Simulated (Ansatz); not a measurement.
`C=CB(S)Cl` and `C=CB(S)[SiH2]F` differ in one atom or group.

Ansatz, PBE0-D4/def2-TZVP geometries, multiplicity 1. Each molecule was computed in one conformer, which needn't be the lowest.

```csv
property,`C=CB(S)Cl`
HOMO–LUMO gap (ωB97M-V/def2-TZVPP) / eV,10.21
size of the dipole moment (PBE/def2-TZVPP) / D,0.54
LUMO energy (PBE0/def2-TZVPP) / eV,-1.86
HOMO energy (B3LYP/def2-TZVPP) / eV,-7.63
size of the dipole moment (ωB97M-V/def2-TZVPP) / D,0.64
LUMO energy (ωB97M-V/def2-TZVPP) / eV,0.20
```

(1) Give the same properties after the change, and the shifts. (Estimate.)

Results:

(1) Ansatz gave: 
```tsv
property	`C=CB(S)[SiH2]F`	shift
HOMO–LUMO gap (ωB97M-V/def2-TZVPP) / eV	9.75	-0.46
size of the dipole moment (PBE/def2-TZVPP) / D	2.36	1.82
LUMO energy (PBE0/def2-TZVPP) / eV	-2.19	-0.33
HOMO energy (B3LYP/def2-TZVPP) / eV	-7.61	0.02
size of the dipole moment (ωB97M-V/def2-TZVPP) / D	2.38	1.74
LUMO energy (ωB97M-V/def2-TZVPP) / eV	-0.20	-0.40
```

With PBE0 the HOMO rises by 0.06 eV and the LUMO falls by 0.33 eV, so the gap narrows by about 0.39 eV. PBE moves the HOMO by 0.06 eV and ωB97M-V by 0.06 eV. Dipoles are sizes alone; their direction can turn.

B3LYP here is the variant with VWN-RPA as its local correlation; programs differ in this.
